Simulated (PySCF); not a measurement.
**InPb⁺: from constants to spectrum**

UHF-CCSD(T) constants of InPb⁺, ³Π (triplet), unpaired electrons σ ↑, π ↑ (basis In def2-SVP with ECP28, Pb def2-SVP with ECP60; scalar-relativistic core potentials; PySCF 2.14; masses 114.9039 and 207.9766 u):

```
ωe              : 74.1 cm⁻¹
ωexe            : 0.226 cm⁻¹
Be              : 0.020319 cm⁻¹
αe              : 8.61e-05 cm⁻¹
D (centrifugal) : 6.1e-09 cm⁻¹
```

(1) Give the vibrational terms G(v) and spacings up to v = 6.

Correlated steps freeze 8 core orbitals. Spin–orbit coupling is left out, which matters for elements this heavy, above all for dissociation energies. The state is the lowest determinant that a PBE0 search found; another state may lie lower at other levels.

Results:

(1) G(v) = ωe(v+½) − ωexe(v+½)².

```csv
v,G(v) (cm⁻¹),G(v) − G(v−1),Bv (cm⁻¹)
0,37.0,,0.02028
1,110.6,73.6,0.02019
2,183.8,73.2,0.02010
3,256.6,72.7,0.02002
4,328.9,72.3,0.01993
5,400.7,71.8,0.01985
6,472.1,71.4,0.01976
```
